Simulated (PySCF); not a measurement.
ClH3SeSi, SMILES [SiH3][Se]Cl.

Geometry: PBE0-D3(BJ)/def2-SVP.

Computed with PBE0-D3(BJ)/def2-SVP (PySCF).

Frequencies are harmonic and unscaled.

```tsv
mode	ν (cm⁻¹)	IR (km/mol)	moving atoms (share of kinetic energy)
1	116	1.2	Cl 40 %, Si 31 %, Se 18 %, H 11 %
2	154	0.0	H 95 %
3	390	13.0	Si 64 %, Se 26 %, H 10 %
4	407	9.3	Cl 69 %, Se 31 %
5	584	13.4	H 84 %, Si 13 %
6	584	10.0	H 92 %
7	889	295.1	H 92 %, Si 8 %
8	913	46.7	H 97 %
9	946	53.4	H 97 %
10	2236	65.5	H 98 %
11	2258	62.1	H 96 %
12	2263	78.4	H 96 %
```
